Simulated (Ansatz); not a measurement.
Geometry optimisation, RKS PBE0-D4/def2-SVP in Ansatz.

The input (input.yaml):

```yaml
crystal:
  periodic: [false, false, false]
  atoms:
    - { symbol: "N", position_ang: [-1.1587, -0.771, 1.772] }
    - { symbol: Al, position_ang: [0.4048, -0.3549, 0.812] }
    - { symbol: S, position_ang: [2.3307, -1.2736, 1.4787] }
    - { symbol: Ge, position_ang: [0.4354, 1.117, -1.145] }
    - { symbol: O, position_ang: [-0.7264, 0.402, -2.3945] }
    - { symbol: H, position_ang: [-1.6005, 0.2101, 2.0574] }
    - { symbol: H, position_ang: [-1.8475, -1.1298, 1.0707] }
    - { symbol: H, position_ang: [2.209, -2.3862, 0.6673] }
    - { symbol: H, position_ang: [-0.152, 2.5242, -0.6841] }
    - { symbol: H, position_ang: [1.7943, 1.2329, -1.7006] }
    - { symbol: H, position_ang: [-1.6237, 0.3722, -1.9134] }
basis:
  gaussian: { orbitals: def2-SVP }
hamiltonian:
  xc: pbe0
  dispersion: d4
relax:
  f_tol: 0.015
  max_steps: 40
```

Launched with:

```bash
$ ansatz run input.yaml --threads 2 --pin off --max-ram 3072MiB --backend cpu --events-out ev --progress --plain --runs-dir out
```

**Question.** Where does it end, and by what steps?

**Answer.** The forces met the threshold. The force dipped under the threshold on the way, but the program's further checks kept it going. After 26 steps the energy has fallen by 1.192 eV; H7 moved furthest, 1.35 Å.

```tsv
step	energy less start (eV)	largest force component (eV/Å)	accepted
0	0.0000	2.648	yes
1	-0.3775	0.952	yes
2	-0.4815	0.798	yes
3	-0.5402	0.881	yes
4	-0.6010	1.480	yes
5	-0.7441	1.123	yes
6	-0.8708	1.211	yes
7	-1.0216	0.589	yes
8	-1.0998	0.420	yes
9	-1.1269	0.408	yes
10	-1.1802	0.252	yes
11	-1.1893	0.055	yes
12	-1.1900	0.030	yes
13	-1.1905	0.061	yes
14	-1.1908	0.032	yes
15	-1.1910	0.008	yes
16	-1.1911	0.012	yes
17	-1.1912	0.020	yes
18	-1.1913	0.030	yes
19	-1.1914	0.035	yes
20	-1.1916	0.044	yes
21	-1.1917	0.057	yes
22	-1.1918	0.041	yes
23	-1.1919	0.023	yes
24	-1.1920	0.016	yes
25	-1.1920	0.015	yes
26	-1.1920	0.013	yes
```

```xyz
11
Properties=species:S:1:pos:R:3
N -1.303 -0.660 1.624
Al 0.245 -0.513 0.773
S 1.869 -1.811 1.478
Ge 0.469 1.051 -1.137
O -0.779 0.663 -2.379
H -2.114 -0.071 1.473
H -1.500 -1.331 2.359
H 2.712 -1.452 0.485
H 0.337 2.547 -0.747
H 1.790 0.891 -1.913
H -1.661 0.627 -1.996
```

Time of the run: 2.3 min on 2 threads of Arm Neoverse V1, on a shared host, peak memory 0.34 GiB.
